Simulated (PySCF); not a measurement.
# Computed data sheet: `F[C@@H]1C=CO[C@H]1OC(F)(F)F`

Species: C₅H₄F₄O₂.
Atom-mapped SMILES: `[F:1][C@@H:2]1[CH:3]=[CH:4][O:5][C@H:6]1[O:7][C:8]([F:9])([F:10])[F:11]` (hydrogens: H12 on C2; H13 on C3; H14 on C4; H15 on C6)

Structure used (PBE0-D3(BJ)/def2-SVP), in Å, numbered top down from 1:
```
atom  x, y, z in Å
F1    -1.2174   -2.1242   -0.9028
C2    -0.9705   -1.1547    0.0443
C3    -2.0818   -0.1664    0.1515
C4    -1.6476    0.9872   -0.3648
O5    -0.3612    0.9732   -0.7968
C6     0.1925   -0.2605   -0.4102
O7     1.0444   -0.0834    0.6941
C8     2.2421    0.5033    0.4922
F9     2.8948   -0.0425   -0.5363
F10    2.9587    0.3337    1.5858
F11    2.1399    1.8050    0.2515
H12   -0.7073   -1.6606    0.9865
H13   -3.0726   -0.3692    0.5512
H14   -2.1629    1.9382   -0.5015
H15    0.7399   -0.6890   -1.2613
```

Among its groups: C=C double bond, ether, CF3 group and C–F bond.

**PBE0-D3(BJ)/def2-SVP geometry optimisation, gas phase (PySCF)**

- Point group: C1
- Rotational constants A, B, C: 2.207, 0.715, 0.634 GHz

From wB97X-D/def2-SVPD ground state and vertical TDDFT (core frozen in the response) (PySCF):

- Dipole moment: 1.94 D
- HOMO energy: -9.44 eV
- LUMO energy: 1.32 eV
- HOMO–LUMO gap: 10.76 eV
- Lowest singlet excitation: 6.45 eV (192 nm, f = 0.172)
- Strongest line among the 10 lowest singlet transitions: S1 at 6.45 eV (192 nm, f = 0.172)
- Lowest triplet excitation (Tamm–Dancoff): 4.20 eV
- Static isotropic polarisability: 67.0 au
- Electronic spatial extent ⟨r²⟩ about the centre of nuclear charge: 1690 bohr²

PBE0/pcSseg-1 ground state and GIAO shieldings, non-relativistic (PySCF):

* Lowest Hirshfeld atomic charge: -0.14 e on O7
* Highest Hirshfeld atomic charge: +0.31 e on C8
* 13C chemical shifts (computed TMS as zero) by class: 161.4 (C4), 127.3 (C8), 105.2 (C3), 104.4 (C6), 99.3 (C2) ppm
* 1H chemical shifts (computed TMS as zero) by class: 6.69 (H14), 5.77 (H15), 5.53 (H13), 5.47 (H12) ppm
* Isotropic shieldings of nuclei other than C and H, by class: 155 (O5), 175 (O7), 250 (F9/F10/F11), 368 (F1) ppm
* Mayer bond orders between heavy atoms: F1–C2 0.89, C2–C3 1.04, C3–C4 1.76, C4–O5 1.02, O5–C6 0.94, C6–O7 0.86, O7–C8 1.06, C8–F9 1.00, C8–F10 1.07, C8–F11 1.05, C6–C2 0.98

From B3LYP/pcJ-1 indirect spin-spin coupling, non-relativistic, gas phase; spin–dipole term left out for some pairs (PySCF):

* Largest of the computed one-bond spin–spin couplings (means over like bonds): 19F–13C -334.9 (F9–C8 and 2 like it), 19F–13C -246.0 (F1–C2), 13C–1H +203.2 (C4–H14), 13C–1H +193.2 (C3–H13), 13C–1H +183.1 (C6–H15), 13C–1H +169.4 (C2–H12) Hz

Monoisotopic mass from the formula: 172.0147 u.

The largest Löwdin shares of the HOMO are 0.36 on C3, 0.25 on O5, 0.22 on C4 and 0.05 on C2. S1 lies 4.31 eV below the HOMO–LUMO gap; its leading configuration is HOMO→LUMO, weight 0.96. With B = h/(8π²I), that is 505.379 GHz u Å² over I, the principal moments of inertia are 229.0, 706.6 and 796.8 u Å² (most abundant isotopes). The vertical singlet–triplet gap S1 − T1 is 2.25 eV (TDDFT singlet less Tamm–Dancoff triplet; S1: HOMO→LUMO, weight 0.96; T1: HOMO→LUMO, weight 0.92). No computed singlet falls in the visible range (750 to 380 nm, 1.65 to 3.26 eV); S1 lies 3.19 eV above its blue end. The principal polarisabilities are 56.6, 68.5 and 75.8 au; their mean is the isotropic value.

 NMR classes are plain means over equivalent atoms (diastereotopic ones count apart unless rotation or inversion swaps them), as if these changed places fast; in this geometry the members of some classes differ.

One conformer stands for the species.
